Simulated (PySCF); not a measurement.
SnOCl, SMILES [O]=[Sn][Cl], multiplicity 2.

Geometry optimised at PBE-D3(BJ)/def2-TZVP. The def2 effective core potentials stand for the cores of Sn; spin–orbit coupling is left out.

All values below come from PBE-D3(BJ)/def2-TZVP in PySCF.

Frequencies are harmonic and unscaled.

```csv
mode,ν (cm⁻¹),IR (km/mol),moving atoms (share of kinetic energy)
1,108,9.6,"O 64 %, Cl 20 %, Sn 16 %"
2,322,45.1,"Cl 77 %, Sn 23 %"
3,620,3.3,"O 89 %, Sn 11 %"
```
